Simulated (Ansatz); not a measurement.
Job for Ansatz (a first-principles code): R-B3LYP-D3(BJ)/def2-TZVP on ClH7Si2 (a complex).

Ansatz 0.2 input:
```yaml
crystal:
  periodic: [false, false, false]
  atoms:
    - {symbol: Si, position_ang: [0.04299392, 0.01681762, -0.07224393]}
    - {symbol: H, position_ang: [0.65131487, -1.27633983, 0.21887130]}
    - {symbol: H, position_ang: [0.04151282, 0.23529070, -1.51764989]}
    - {symbol: H, position_ang: [0.81173688, 1.08146338, 0.57331916]}
    - {symbol: H, position_ang: [-1.33201630, 0.05145043, 0.41808047]}
    - {symbol: Si, position_ang: [0.15042426, 0.99617836, 4.12539226]}
    - {symbol: Cl, position_ang: [-0.07841868, -0.92144536, 3.57158580]}
    - {symbol: H, position_ang: [-0.79011424, 1.80987174, 3.36451481]}
    - {symbol: H, position_ang: [1.52617184, 1.39249686, 3.84750477]}
    - {symbol: H, position_ang: [-0.12762120, 1.09204605, 5.55450978]}
basis:
  gaussian:
    orbitals: def2-TZVP
hamiltonian:
  xc: b3lyp
  dispersion: d3bj
relax: {f_tol: 0.004, max_steps: 120}
scf: {lower_state_search: off}
```

Output:

```
Functional definition: B3LYP
[...]
these checks for a lower state are left out or cut short: stability, starts, cluster_reference, orbital_swaps, neighbouring_geometries, increment
integrals: 0.07 GiB planned
1093 factors; their error is unknown
mean field: 0.61 GiB planned
mean field evaluation 1: about -28394.3758 eV, gradient 1.7e1 eV
mean field evaluation 2: about -28395.0644 eV, gradient 9.8e0 eV
mean field evaluation 4: about -28395.3011 eV, gradient 4.9e-1 eV
mean field evaluation 8: about -28395.3819 eV, gradient 1.1e-1 eV
mean field evaluation 16: about -28395.3819 eV, gradient 8.5e-6 eV
mean field -28395.38187499 eV, -1043.5110368247 hartree, gradient 8.5e-6 eV, S^2 0.000000; 0 other end points of the search recorded, 0 dependent functions left out
the calculation of the forces begins
reference -28395.38218543 eV, -1043.5110482332 hartree; 26, 26 occupied and 127, 127 virtual orbitals, 1093 factors
relax step   1: F+E_penalty+E_count = -28395.72569969 eV  Δ(F+E_penalty+E_count) = +0.000e0 eV  max|allowed force component| = 1.135e0 eV/Å  Δτ_max = 0.0000 Å  (13 SCF iters, accepted)
these checks for a lower state are left out or cut short: stability, starts, cluster_reference, orbital_swaps, neighbouring_geometries, increment
integrals: 0.07 GiB planned
1093 factors; their error is unknown
mean field: 0.61 GiB planned
mean field -28395.42768496 eV, -1043.5127203101 hartree, gradient 9.3e-7 eV, S^2 0.000000; 0 other end points of the search recorded, 0 dependent functions left out
the calculation of the forces begins
reference -28395.42799398 eV, -1043.5127316664 hartree; 26, 26 occupied and 127, 127 virtual orbitals, 1093 factors
relax step   2: F+E_penalty+E_count = -28395.77960794 eV  Δ(F+E_penalty+E_count) = -5.391e-2 eV  max|allowed force component| = 9.653e-2 eV/Å  Δτ_max = 0.0953 Å  (19 SCF iters, accepted)
these checks for a lower state are left out or cut short: stability, starts, cluster_reference, orbital_swaps, neighbouring_geometries, increment
integrals: 0.07 GiB planned
1093 factors; their error is unknown
mean field: 0.61 GiB planned
mean field -28395.43493290 eV, -1043.5129866669 hartree, gradient 2.4e-6 eV, S^2 0.000000; 0 other end points of the search recorded, 0 dependent functions left out
the calculation of the forces begins
reference -28395.43524321 eV, -1043.5129980706 hartree; 26, 26 occupied and 127, 127 virtual orbitals, 1093 factors
relax step   3: F+E_penalty+E_count = -28395.78417066 eV  Δ(F+E_penalty+E_count) = -4.563e-3 eV  max|allowed force component| = 4.957e-2 eV/Å  Δτ_max = 0.0276 Å  (18 SCF iters, accepted)
these checks for a lower state are left out or cut short: stability, starts, cluster_reference, orbital_swaps, neighbouring_geometries, increment
integrals: 0.07 GiB planned
1093 factors; their error is unknown
mean field: 0.61 GiB planned
mean field evaluation 32: about -28395.3537 eV, gradient 4.1e-4 eV
mean field -28395.43431597 eV, -1043.5129639951 hartree, gradient 2.4e-6 eV, S^2 0.000000; 0 other end points of the search recorded, 0 dependent functions left out
the calculation of the forces begins
reference -28395.43462591 eV, -1043.5129753854 hartree; 26, 26 occupied and 127, 127 virtual orbitals, 1093 factors
relax step   4: F+E_penalty+E_count = -28395.78488204 eV  Δ(F+E_penalty+E_count) = -7.114e-4 eV  max|allowed force component| = 1.594e-2 eV/Å  Δτ_max = 0.0162 Å  (18 SCF iters, accepted)
these checks for a lower state are left out or cut short: stability, starts, cluster_reference, orbital_swaps, neighbouring_geometries, increment
integrals: 0.07 GiB planned
1093 factors; their error is unknown
mean field: 0.61 GiB planned
mean field -28395.43403948 eV, -1043.5129538343 hartree, gradient 2.9e-6 eV, S^2 0.000000; 0 other end points of the search recorded, 0 dependent functions left out
the calculation of the forces begins
reference -28395.43434869 eV, -1043.5129651975 hartree; 26, 26 occupied and 127, 127 virtual orbitals, 1093 factors
relax step   5: F+E_penalty+E_count = -28395.78778092 eV  Δ(F+E_penalty+E_count) = -2.899e-3 eV  max|allowed force component| = 2.633e-2 eV/Å  Δτ_max = 0.0864 Å  (17 SCF iters, accepted)
these checks for a lower state are left out or cut short: stability, starts, cluster_reference, orbital_swaps, neighbouring_geometries, increment
integrals: 0.07 GiB planned
1093 factors; their error is unknown
mean field: 0.62 GiB planned
mean field -28395.42756201 eV, -1043.5127157917 hartree, gradient 1.5e-6 eV, S^2 0.000000; 0 other end points of the search recorded, 0 dependent functions left out
the calculation of the forces begins
reference -28395.42787086 eV, -1043.5127271420 hartree; 26, 26 occupied and 127, 127 virtual orbitals, 1093 factors
relax step   6: F+E_penalty+E_count = -28395.78748929 eV  Δ(F+E_penalty+E_count) = +2.916e-4 eV  max|allowed force component| = 1.717e-1 eV/Å  Δτ_max = 0.1948 Å  (16 SCF iters, rejected (line search))
these checks for a lower state are left out or cut short: stability, starts, cluster_re
[...]
ital_swaps, neighbouring_geometries, increment
integrals: 0.07 GiB planned
1093 factors; their error is unknown
mean field: 0.62 GiB planned
mean field -28395.43293414 eV, -1043.5129132139 hartree, gradient 2.8e-6 eV, S^2 0.000000; 0 other end points of the search recorded, 0 dependent functions left out
the calculation of the forces begins
reference -28395.43324336 eV, -1043.5129245776 hartree; 26, 26 occupied and 127, 127 virtual orbitals, 1093 factors
relax step  11: F+E_penalty+E_count = -28395.79121437 eV  Δ(F+E_penalty+E_count) = -1.190e-4 eV  max|allowed force component| = 7.685e-3 eV/Å  Δτ_max = 0.0261 Å  (18 SCF iters, accepted)
these checks for a lower state are left out or cut short: stability, starts, cluster_reference, orbital_swaps, neighbouring_geometries, increment
integrals: 0.07 GiB planned
1093 factors; their error is unknown
mean field: 0.62 GiB planned
mean field -28395.43254980 eV, -1043.5128990898 hartree, gradient 3.0e-6 eV, S^2 0.000000; 0 other end points of the search recorded, 0 dependent functions left out
the calculation of the forces begins
reference -28395.43285905 eV, -1043.5129104543 hartree; 26, 26 occupied and 127, 127 virtual orbitals, 1093 factors
relax step  12: F+E_penalty+E_count = -28395.79127457 eV  Δ(F+E_penalty+E_count) = -6.020e-5 eV  max|allowed force component| = 7.011e-3 eV/Å  Δτ_max = 0.0278 Å  (17 SCF iters, accepted)
these checks for a lower state are left out or cut short: stability, starts, cluster_reference, orbital_swaps, neighbouring_geometries, increment
integrals: 0.07 GiB planned
1093 factors; their error is unknown
mean field: 0.62 GiB planned
mean field evaluation 96: about -28395.4325 eV, gradient 3.5e-4 eV
mean field -28395.43253450 eV, -1043.5128985274 hartree, gradient 1.8e-6 eV, S^2 0.000000; 0 other end points of the search recorded, 0 dependent functions left out
the calculation of the forces begins
reference -28395.43284380 eV, -1043.5129098941 hartree; 26, 26 occupied and 127, 127 virtual orbitals, 1093 factors
relax step  13: F+E_penalty+E_count = -28395.79129794 eV  Δ(F+E_penalty+E_count) = -2.337e-5 eV  max|allowed force component| = 4.108e-3 eV/Å  Δτ_max = 0.0097 Å  (12 SCF iters, accepted)
these checks for a lower state are left out or cut short: stability, starts, cluster_reference, orbital_swaps, neighbouring_geometries, increment
integrals: 0.07 GiB planned
1093 factors; their error is unknown
mean field: 0.62 GiB planned
mean field -28395.43246348 eV, -1043.5128959173 hartree, gradient 9.1e-7 eV, S^2 0.000000; 0 other end points of the search recorded, 0 dependent functions left out
the calculation of the forces begins
reference -28395.43277294 eV, -1043.5129072900 hartree; 26, 26 occupied and 127, 127 virtual orbitals, 1093 factors
relax step  14: F+E_penalty+E_count = -28395.79133390 eV  Δ(F+E_penalty+E_count) = -3.596e-5 eV  max|allowed force component| = 3.949e-3 eV/Å  Δτ_max = 0.0125 Å  (19 SCF iters, accepted)
these checks for a lower state are left out or cut short: stability, starts, cluster_reference, orbital_swaps, neighbouring_geometries, increment
integrals: 0.07 GiB planned
1093 factors; their error is unknown
mean field: 0.62 GiB planned
mean field -28395.43240810 eV, -1043.5128938824 hartree, gradient 9.4e-7 eV, S^2 0.000000; 0 other end points of the search recorded, 0 dependent functions left out
the calculation of the forces begins
reference -28395.43271790 eV, -1043.5129052673 hartree; 26, 26 occupied and 127, 127 virtual orbitals, 1093 factors
relax step  15: F+E_penalty+E_count = -28395.79137859 eV  Δ(F+E_penalty+E_count) = -4.470e-5 eV  max|allowed force component| = 6.209e-3 eV/Å  Δτ_max = 0.0230 Å  (18 SCF iters, accepted)
these checks for a lower state are left out or cut short: stability, starts, cluster_reference, orbital_swaps, neighbouring_geometries, increment
integrals: 0.07 GiB planned
1093 factors; their error is unknown
mean field: 0.62 GiB planned
mean field -28395.43243174 eV, -1043.5128947510 hartree, gradient 9.6e-7 eV, S^2 0.000000; 0 other end points of the search recorded, 0 dependent functions left out
the calculation of the forces begins
reference -28395.43274172 eV, -1043.5129061424 hartree; 26, 26 occupied and 127, 127 virtual orbitals, 1093 factors
relax step  16: F+E_penalty+E_count = -28395.79139613 eV  Δ(F+E_penalty+E_count) = -1.754e-5 eV  max|allowed force component| = 4.709e-3 eV/Å  Δτ_max = 0.0146 Å  (19 SCF iters, accepted)
these checks for a lower state are left out or cut short: stability, starts, cluster_reference, orbital_swaps, neighbouring_geometries, increment
integrals: 0.07 GiB planned
1093 factors; their error is unknown
mean field: 0.62 GiB planned
mean field -28395.43253921 eV, -1043.5128987005 hartree, gradient 1.2e-6 eV, S^2 0.000000; 0 other end points of the search recorded, 0 dependent functions left out
the calculation of the forces begins
reference -28395.43284924 eV, -1043.5129100939 hartree; 26, 26 occupied and 127, 127 virtual orbitals, 1093 factors
relax step  17: F+E_penalty+E_count = -28395.79140568 eV  Δ(F+E_penalty+E_count) = -9.555e-6 eV  max|allowed force component| = 4.016e-3 eV/Å  Δτ_max = 0.0065 Å  (12 SCF iters, accepted)
these checks for a lower state are left out or cut short: stability, starts, cluster_reference, orbital_swaps, neighbouring_geometries, increment
integrals: 0.07 GiB planned
1093 factors; their error is unknown
mean field: 0.62 GiB planned
mean field evaluation 128: about -28395.4324 eV, gradient 1.1e-1 eV
mean field -28395.43245931 eV, -1043.5128957642 hartree, gradient 1.5e-6 eV, S^2 0.000000; 0 other end points of the search recorded, 0 dependent functions left out
the calculation of the forces begins
reference -28395.43276931 eV, -1043.5129071564 hartree; 26, 26 occupied and 127, 127 virtual orbitals, 1093 factors
relax step  18: F+E_penalty+E_count = -28395.79141214 eV  Δ(F+E_penalty+E_count) = -6.456e-6 eV  max|allowed force component| = 2.629e-3 eV/Å  Δτ_max = 0.0040 Å  (12 SCF iters, accepted)
these checks for a lower state are left out or cut short: stability, starts, cluster_reference, orbital_swaps, neighbouring_geometries, increment
integrals: 0.07 GiB planned
1093 factors; their error is unknown
mean field: 0.62 GiB planned
mean field -28395.43239427 eV, -1043.5128933739 hartree, gradient 1.7e-6 eV, S^2 0.000000; 0 other end points of the search recorded, 0 dependent functions left out
the calculation of the forces begins
reference -28395.43270421 eV, -1043.5129047643 hartree; 26, 26 occupied and 127, 127 virtual orbitals, 1093 factors
relax step  19: F+E_penalty+E_count = -28395.79141596 eV  Δ(F+E_penalty+E_count) = -3.824e-6 eV  max|allowed force component| = 2.891e-3 eV/Å  Δτ_max = 0.0082 Å  (12 SCF iters, accepted)
Total energy: -28395.79172591 eV, -1043.5260985683 hartree
Atom 0 at     0.048744     0.005669     0.023788 Å, force    -0.001732    -0.001224    -0.001095 eV/Å
Atom 1 at     0.539735    -1.388200     0.057907 Å, force     0.001207    -0.002433    -0.000075 eV/Å
Atom 2 at     0.069354     0.503782    -1.371267 Å, force     0.000446     0.000892    -0.001962 eV/Å
Atom 3 at     0.926330     0.863282     0.852113 Å, force     0.002577     0.002599     0.001837 eV/Å
Atom 4 at    -1.333205     0.069247     0.546336 Å, force    -0.002335     0.000300     0.001359 eV/Å
Atom 5 at     0.136802     1.017317     4.022244 Å, force     0.002891     0.002368     0.000987 eV/Å
Atom 6 at     0.023653    -1.000423     3.580676 Å, force    -0.001559     0.000204    -0.000321 eV/Å
Atom 7 at    -0.860060     1.731010     3.202385 Å, force    -0.000126    -0.002230     0.000391 eV/Å
Atom 8 at     1.499574     1.487656     3.710769 Å, force    -0.000627     0.000031    -0.000016 eV/Å
Atom 9 at    -0.154943     1.188489     5.458934 Å, force    -0.000743    -0.000506    -0.001106 eV/Å
Dipole moment:     0.011734     0.249751     0.082420 e Å
Checks for a lower state left out: stability, starts, cluster_reference, orbital_swaps, neighbouring_geometries, increment
```

The calculation finished and met its thresholds.

Cost: about 40 core-seconds (a rough figure).
